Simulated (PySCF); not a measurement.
Zn(OH) (HOZn), SMILES [OH][Zn+], charge +1. Geometry optimised at B3LYP-D3(BJ)/def2-TZVP. The multiplicity is an assumed one; other spin states were not compared. The isomer is the one that the SMILES or the coordinates give; other isomers of the formula were not compared.

Computed equilibrium geometry at B3LYP-D3(BJ)/def2-TZVP (PySCF confirms it by a frequency run) as Cartesian coordinates in Å, and its point group:
point group Cs.
```xyz
3

Zn    -0.0063     0.4193     0.0000
O      0.1170    -1.3477     0.0000
H     -0.7460    -1.7981     0.0000
```
Charge +1, spin multiplicity 1.
